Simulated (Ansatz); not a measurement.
Species: GaCl, charge 0, multiplicity 1. 
Coordinates optimised at B3LYP-D3(BJ)/def2-TZVP (Ansatz, a quantum-chemistry and plane-wave program):
SMILES: [Ga][Cl]
```xyz
2

Ga     0.0000     0.0000    -0.7929
Cl     0.0000     0.0000     1.4460
```
Charge 0, spin multiplicity 1.

Basis-set convergence of Hartree-Fock and CCSD correlation energies (hartree) with Ansatz. Cores are frozen in the correlated levels unless marked. No spin-orbit coupling. The frozen core is the preceding noble-gas configuration, with the filled d and f shells of earlier blocks. No relativistic terms.

```tsv
basis	functions	E(HF)	E(corr, CCSD)
def2-SVPD	65	-2382.43532	-0.21201
def2-TZVPPD	105	-2382.83460	-0.26615
def2-QZVPPD	174	-2382.88627	-0.28622
```

Extrapolating the two largest sets (X = 3 and 4) as X^-3: E(corr) = (64·(-0.28622) - 27·(-0.26615))/37 = -0.3009 Eh, an estimate of the basis-set limit. The largest set recovers 95.1 % of it, the smallest 70.5 %.
